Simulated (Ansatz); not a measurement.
A structure relaxed at r2SCAN-D4/def2-SVP in Ansatz, charge 1, doublet:

Cartesian coordinates in Å:
```
Cu 0.8326 0.7836 -0.5211
Cu -1.3914 0.0200 -0.4373
Cu 0.4265 -0.9175 1.0224
H -0.5050 1.1839 -1.3100
H 1.7760 0.0022 0.5262
H -1.1386 -1.0722 0.7199
```

Q: Give its formula and point group.

A: Cu3H3⁺ (the lowest doublet isomer of a short search). Point group Cs (tolerance 0.1 Å).

Q: Summarise the bond lengths by kind (pairs closer than 1.2 times the sum of covalent radii, bridged metal pairs left out).

A: 6 × Cu–H 1.60 to 1.71 Å.

No other spin state of charge 1 was run. The structure comes from a short search, and lower isomers may exist.
